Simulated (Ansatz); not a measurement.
Input file for Ansatz (a first-principles code): R-CCSD(T)/def2-TZVPPD on HF (SMILES F) with ghost functions, monomers drawn apart or pushed together. Files ending in .json are basis or fitting sets from the Basis Set Exchange.

Ansatz 0.2 input:
```yaml
crystal:
  periodic: [false, false, false]
  atoms:
    - {symbol: F, position_ang: [1.44175796, 1.08902022, 5.74169799]}
    - {symbol: H, position_ang: [0.99077215, 1.19855109, 4.92445817]}
basis:
  gaussian:
    orbitals: def2-TZVPPD.json
    ghost_atoms:
      - {symbol: Si, position_ang: [0.61402893, -1.35464198, 0.86010965]}
      - {symbol: Se, position_ang: [-0.47343933, 0.68384332, 0.98736016]}
      - {symbol: H, position_ang: [0.05015240, -2.15991716, -0.24270941]}
      - {symbol: H, position_ang: [2.01749974, -0.99593806, 0.57953026]}
      - {symbol: H, position_ang: [0.48859011, -2.07772637, 2.13964288]}
      - {symbol: H, position_ang: [-1.75219666, 0.08040352, 1.39748303]}
magnetization: {spin_polarized: false}
correlation: {method: ccsd_t, electrons: outside_noble_gas}
scf: {lower_state_search: off}
```

The head of its log:

```
WARN ansatz: RAYON_NUM_THREADS=1 ignored (pool sized by the plan → 1); use --threads N
Functional definition: HF
these checks for a lower state are left out or cut short: stability, starts, cluster_reference, orbital_swaps, neighbouring_geometries, increment
integrals: 1.18 GiB planned
1309 factors; integrals over basis functions are off by at most 9.6e-4 eV
mean field: 0.48 GiB planned
mean field evaluation 1: about -2721.9310 eV, gradient 2.5e1 eV
mean field evaluation 2: about -2721.9311 eV, gradient 2.5e1 eV
mean field evaluation 4: about -2722.8953 eV, gradient 1.2e0 eV
mean field evaluation 8: about -2722.9005 eV, gradient 6.3e-5 eV
mean field -2722.90051802 eV, -100.0647483889 hartree, gradient 1.5e-6 eV, S^2 0.000000; 0 other end points of the search recorded, 0 dependent functions left out
1 core orbitals not correlated
reference -2722.90051802 eV, -100.0647483889 hartree; 4, 4 occupied and 225, 225 virtual orbitals, 1309 factors
```

### Question
What total energy does the run end on?

### Answer
-100.3478 hartree (reference determinant -100.0647, T1 diagnostic 0.011).
